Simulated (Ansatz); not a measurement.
```yaml
crystal:
  periodic: [false, false, false]
  atoms:
    - {symbol: V, position_ang: [0.149446, 0.187377, -0.780425]}
    - {symbol: S, position_ang: [0.177043, 0.049200, 1.999853]}
    - {symbol: H, position_ang: [-1.020856, 0.419553, 2.006929]}
    - {symbol: H, position_ang: [0.033408, -1.288878, 1.591446]}
    - {symbol: Cl, position_ang: [0.284004, -0.053528, -3.187584]}
    - {symbol: Cl, position_ang: [2.634653, -0.082267, -0.338153]}
    - {symbol: Cl, position_ang: [-2.309207, 0.307101, -0.441522]}
    - {symbol: Cl, position_ang: [0.356696, 2.442564, -0.692451]}
    - {symbol: Cl, position_ang: [-0.210501, -2.314655, -0.209786]}
basis:
  gaussian: {orbitals: def2-SVPD, fitting: {mean_field: def2-universal-jkfit}, final_grid: {core_spheres: 5, valence_spheres: 4, degree: 11}}
total_charge: -2
magnetization: {spin_polarized: true, initial_magnetization: 4}
hamiltonian: {xc: {name: wB97X}}
scf: {omitted_lower_state_checks: [starts]}
```

```sh
$ ansatz run in.yaml --threads 4 --pin off --events-out ev --progress --plain --max-ram 8704MiB
```

It prints (some lines left out):

```
Functional definition: wB97X
  name "wB97X"
  cite "Chai & Head-Gordon, J. Chem. Phys. 128, 084106 (2008) doi:10.1063/1.2834918"
  cite "Becke, J. Chem. Phys. 107, 8554 (1997) doi:10.1063/1.475007"
  parameter omega = 0.3/bohr
  parameter cx = 0.157706
  parameter cx1 = 0.726479
  parameter cx2 = 1.04760
  parameter cx3 = -5.70635
  parameter cx4 = 13.2794
  parameter css1 = -4.33879
  parameter css2 = 18.2308
  parameter css3 = -31.7430
  parameter css4 = 17.2901
  parameter cos1 = 2.37031
  parameter cos2 = -11.3995
  parameter cos3 = 6.58405
  parameter cos4 = -3.78132
  # The coefficients of nought are those of the uniform gas.
  exchange = spin_sum(e_x_unif_sr(omega)*poly(b97_u_x, 1 - cx, cx1, cx2, cx3, cx4)) + cx*exact_x_sr(omega)
      + exact_x_lr(omega)
  correlation = spin_sum(e_c_pw_same_spin*poly(b97_u_same, 1, css1, css2, css3, css4))
      + integral(e_c_pw_opposite_spin*poly(b97_u_opposite, 1, cos1, cos2, cos3, cos4))
these checks for a lower state are left out or cut short: starts
1068 factors; integrals over basis functions are off by at most 2.8e-1 eV
1068 factors; integrals over basis functions are off by at most 1.1e-4 eV
mean field evaluation 1: about -99142.5525 eV, gradient 2.9e1 eV
mean field evaluation 2: about -99134.8852 eV, gradient 5.7e1 eV
mean field evaluation 4: about -99149.3816 eV, gradient 4.0e0 eV
mean field evaluation 8: about -99149.7014 eV, gradient 6.7e-1 eV
mean field evaluation 16: about -99150.1422 eV, gradient 9.2e-1 eV
mean field -99150.04935115 eV, -3643.6971073376 hartree, gradient 6.4e-6 eV, S^2 6.013001; 0 other end points of the search recorded, 0 dependent functions left out
reference -99150.04931339 eV, -3643.6971059498 hartree; 66, 62 occupied and 146, 150 virtual orbitals, 1068 factors
Total energy: -99150.04931339 eV, -3643.6971059498 hartree
Checks for a lower state left out: starts
```

It took 41 s on 4 threads of Intel Xeon Platinum 8375C on a shared host, peak host memory 2 GiB.

A multiply charged anion in the gas phase is held together partly by the finite basis.
